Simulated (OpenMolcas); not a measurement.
**How basis sets differ on GeHCl (SMILES [Cl][GeH])**

GeHCl has 3 atoms, charge 0, and is taken as a singlet. As SMILES, `[Cl][GeH]`. The shape comes from GFN2-xTB, which is rough for such elements, and wasn't checked as a minimum.

| atom | x (Å) | y (Å) | z (Å) |
| --- | --- | --- | --- |
| Cl | 1.1877 | -0.8686 | 0.5480 |
| Ge | -0.6582 | -0.3878 | -0.3991 |
| H | -0.5295 | 1.2564 | -0.1489 |

Quantity: the dipole moment, in D. The values are calculated.

| level | kind | program | value (D) | CPU time |
| --- | --- | --- | --- | --- |
| HF/STO-3G | Hartree–Fock | OpenMolcas | 2.54 | 1.8 s |
| HF/3-21G | Hartree–Fock | OpenMolcas | 2.76 | 1.9 s |
| HF/def2-SVP | Hartree–Fock | OpenMolcas | 1.58 | 3.1 s |
| HF/pcseg-2 | Hartree–Fock | OpenMolcas | 1.68 | 13 s |
| HF/aug-pcseg-2 | Hartree–Fock | OpenMolcas | 1.54 | 22 s |

All-electron rows without a relativistic Hamiltonian named are non-relativistic. The values span 1.54 to 2.76 D. Sets without polarisation functions give poor dipoles. Without the sets that lack polarisation functions the rows with a basis span only 1.54 to 1.68 D. CPU times are rough (shared hosts, several kinds of processor): they show what a rung costs within a factor of a few.
